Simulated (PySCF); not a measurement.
# Electronic structure of Hf (hafnium, neutral) at the r2SCAN level

Configuration: [Xe] 4f14 5d3 6s1, high-spin 5F determinant (an excited configuration). Calculation: PySCF 2.14, in aug-cc-pwCVTZ-PP with ECP60MDF (8s8p7d4f3g, 122 functions); scalar relativity through the core potential.

| Quantity | Value |
| --- | --- |
| Total energy | -48.4313 hartree |
| One-electron energy | -80.2476 hartree |
| Hartree (Coulomb) energy | 37.8461 hartree |
| Exchange-correlation energy | -6.0299 hartree |
| ⟨S²⟩ | 6.0024 |
| ⟨L²⟩ | 12.033 |
| Sum of ⟨r⟩ | 21.99 bohr |
| Sum of ⟨r²⟩ | 55.15 bohr² |
| Time after the integrals | roughly 10 core-seconds |

```
shell  electrons  mean orbital energy (eV)  rms radius, mean of both spins (bohr)
 5s α          1                   -65.595                                   1.23
 5s β          1                   -64.409                                   1.23
 5p α          3                   -34.667                                   1.46
 5p β          3                   -33.001                                   1.46
 6s α          1                    -5.228                                   3.74
 5d α          3                    -2.866                                   2.91
```

Energies and moments cover only the electrons outside the core potential. Spin-orbit coupling, absent here, splits the open shell strongly.
